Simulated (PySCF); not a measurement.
**Working out the ionisation energy of Mg⁺**

Mg⁺ [Ne] 3s1 (2S) → Mg²⁺ [Ne] (1S). Calculation: PySCF 2.14, in x2c-QZVPPall (9s6p5d2f, 66 functions); scalar relativity by spin-free X2C-1e. Frozen: 1s2. Energies in hartree (1 hartree = 27.21139 eV):

| part | Mg⁺ (lower) | Mg²⁺ (upper) |
| --- | --- | --- |
| UHF | -199.678628 | -199.136751 |
| MP2 opposite-spin | -0.189796 | -0.185289 |
| MP2 same-spin | -0.069284 | -0.065133 |

Problem. What does Hartree-Fock give?

Solution. (-199.136751) − (-199.678628) = 0.541877 hartree = 14.745 eV.

Problem. What do MP2 and SCS-MP2 (6/5 opposite-spin, 1/3 same-spin) give?

Solution. The opposite-spin parts differ by 0.123 eV and the same-spin parts by 0.113 eV. MP2: 14.745 + (0.123) + (0.113) = 14.981 eV. SCS-MP2: 14.745 + 1.2 × (0.123) + (0.113)/3 = 14.930 eV.

Measured between the centres of the two terms (NIST): 15.035 eV, so MP2 (valence and next inner shell) is off by -0.054 eV.

What remains against the reference includes basis incompleteness, the frozen core and correlation beyond second order.
